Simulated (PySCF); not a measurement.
# Interval between two levels of Ag⁺ by level of theory

Ag⁺ [Kr] 4d10 → Ag⁺ [Kr] 4d9 5s1 [3D3, M_J = 3], as a difference of total energies. Computed with PySCF 2.14 in x2c-TZVPall-2c with one added diffuse shell each of s, p, d type (9s10p8d1f, 86 functions), with the two-component X2C-1e Hamiltonian. Correlated levels: [Ar] 3d10 frozen; the 6 highest virtual spinors dropped. "Screened" scales the spin-orbit matrix elements by Boettger's factors to mimic the two-electron term; Breit and QED terms are absent.

```tsv
method	interval between two levels (cm⁻¹)
GHF (spin-free)	36290
GMP2 (spin-free)	40513
GHF (screened spin-orbit)	34400
GMP2 (screened spin-orbit)	38535
```

The spin-free rows relax to the high-spin LS determinant and lack the spin-orbit shift.

Errors of the correlated levels include the incompleteness of this basis and the frozen core.

The labels give the starting determinants; with spin-orbit coupling the two ends relaxed to ⟨J²⟩ = 0.00, ⟨L²⟩ = 0.02, ⟨S²⟩ = 0.02 and ⟨J²⟩ = 12.01, ⟨L²⟩ = 6.02, ⟨S²⟩ = 2.02.

For comparison: 39168 cm⁻¹ (measured; NIST Handbook of Basic Atomic Spectroscopic Data (Sansonetti and Martin, J. Phys. Chem. Ref. Data 34, 1559 (2005))).
